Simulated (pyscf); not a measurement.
`[CH3][GaH][CH3]`, singlet

Gas-phase minimum from PySCF at ωB97X-D3(BJ)/def2-SVP, one conformer. 

SMILES: [GaH]([CH3])[CH3]
```xyz
10

C     -1.1914     1.0181     0.5591
Ga    -0.0701    -0.5131     0.0316
C     -0.7444    -1.9896    -1.0843
H     -0.7431     1.9605     0.2010
H     -2.2188     0.9525     0.1698
H     -1.2401     1.0947     1.6588
H      1.4307    -0.5562     0.5192
H     -0.5923    -2.9572    -0.5769
H     -1.8124    -1.8885    -1.3306
H     -0.1751    -2.0400    -2.0284
```

Bonded distances (Å): C1–Ga2 1.970, C1–H4 1.103, C1–H5 1.101, C1–H6 1.103, Ga2–C3 1.970, Ga2–H7 1.579, C3–H8 1.103, C3–H9 1.101, C3–H10 1.104. Bond angles (°): Ga2–C1–H4 110.2, Ga2–C1–H5 113.0, Ga2–C1–H6 110.2, H4–C1–H5 108.4, H4–C1–H6 106.4, H5–C1–H6 108.4, C1–Ga2–C3 122.6, C1–Ga2–H7 118.7, C3–Ga2–H7 118.7, Ga2–C3–H8 110.5, Ga2–C3–H9 113.0, Ga2–C3–H10 110.0, H8–C3–H9 108.5, H8–C3–H10 106.4 (the first ones only).

Properties at ωB97X-D3(BJ)/def2-SVP:

```
Quantity                                                                                                                                                                                                                                               Result
---------------------------------------------------------------------------------------------------------------------  --------------------------------------------------------------------------------------------------------------------------------------
Harmonic wavenumbers, unscaled                                                                                         29, 38, 156, 406, 553, 560, 598, 601, 740, 776, 793, 1238, 1241, 1435, 1442, 1442, 1446, 1958, 3058, 3058, 3148, 3148, 3173, 3173 cm⁻¹
Zero-point energy                                                                                                                                                                                                                               48.9 kcal/mol
Rotational symmetry number                                                                                                                                                                                                                                  1
Entropy of this conformer at 298 K and 1 atm, rigid rotor and harmonic oscillator, modes under 100 cm⁻¹ raised to 100                                                                                                                         323.6 J/(mol K)
Dipole moment                                                                                                                                                                                                                                          0.59 D
```

Single-point totals, which compare only within one level (frozen core for MP2 and CC):

| level | total energy (hartree) |
|---|---|
| ωB97X-D3(BJ)/def2-TZVP | -2005.31901 |
| PBE/def2-TZVP | -2004.88356 |
| r²SCAN/def2-TZVP | -2005.23470 |
| B3LYP-D3(BJ)/def2-TZVP | -2005.37002 |
| PBE0-D3(BJ)/def2-TZVP | -2004.94710 |
| M06-2X/def2-TZVP | -2005.24470 |
| ωB97M-D3(BJ)/def2-TZVP | -2005.34516 |
| HF/def2-TZVPP | -2003.08088 |
| MP2/def2-TZVPP | -2003.68062 |
| CCSD/def2-TZVPP | -2003.71077 |
| CCSD(T)/def2-TZVPP | -2003.73473 |

The lowest mode is so soft that the shape along it may change with the basis. Soft torsions are taken as harmonic, which can shift the entropy by several J/(mol K). The CCSD(T) − MP2 part came from Ansatz, without density fitting, on the same reference. The frozen core leaves the outer d or s,p core shells of the metals and heavy elements correlated in the MP2 and CC values, and def2-TZVPP describes them poorly, so these totals are far from the basis limit. Elements up to Kr have no core potential and no relativistic terms here.
